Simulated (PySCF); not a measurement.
C3H8O2Si, SMILES C[C@H]1OC[Si@@H]1O. Heavy atoms are numbered as in [CH3:1][C@H:2]1[O:3][CH2:4][Si@@H:5]1[OH:6]. Hydrogens are named by the atom that carries them.

Geometry: B3LYP-D3(BJ)/def2-SVP. The structure was generated by enumeration; whether it is a known compound was not checked. Other conformers were not sampled.

Level of theory: B3LYP/pcSseg-1 (PySCF).

GIAO shieldings, no solvent; atoms alike by connectivity are averaged. δ = σ(ref) − σ: ¹³C against TMS (σ = 181.3 ppm); ¹⁷O against H2O (σ = 333.8 ppm); ²⁹Si against TMS (σ = 338.7 ppm); ¹H against TMS (σ = 31.68 ppm), references at their B3LYP-D3(BJ)/def2-TZVP geometries, non-relativistic.

| nucleus | atoms | count | δ (ppm) |
|---|---|---|---|
| ¹³C | C2 (CH) | 1 | 90.9 |
| ¹³C | C4 (CH2) | 1 | 76.0 |
| ¹³C | C1 (CH3) | 1 | 23.2 |
| ¹⁷O | O6 (OH) | 1 | 69.3 |
| ¹⁷O | O3 | 1 | 44.9 |
| ²⁹Si | Si5 (SiH) | 1 | 3.7 |
| ¹H | H on Si5 | 1 | 5.18 |
| ¹H | H on C2 | 1 | 4.58 |
| ¹H | H on C4 | 2 | 4.39 |
| ¹H | H on O6 | 1 | 2.41 |
| ¹H | H on C1 | 3 | 1.62 |
